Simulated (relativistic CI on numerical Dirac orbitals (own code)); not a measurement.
## W5+ (5d) in a crystal field

Calculated by Dirac-Coulomb-Breit CI, separate exchange-only KLI orbitals for each configuration, model QED, valence Slater integrals scaled by 0.85, one configuration in a parametric crystal field (own radial code).

Field parameters in Wybourne normalisation: Oh B⁴₀ = 21Dq, B⁴₄ = √(5/14) B⁴₀. The field is a parameter set, without covalency.

S is read from ⟨S²⟩ = S(S + 1).

Levels (cm⁻¹, degeneracy): 0 (4), 5251 (2), 36418 (4).

(1) Which field gives this pattern?
A. Oh, 10Dq = 18000 cm⁻¹
B. Oh, 10Dq = 25950 cm⁻¹
C. Oh, 10Dq = 33950 cm⁻¹
D. Oh, 10Dq = 10000 cm⁻¹

Results:

(1) C. Oh, 10Dq = 33950 cm⁻¹, ground level with S = 0.50.
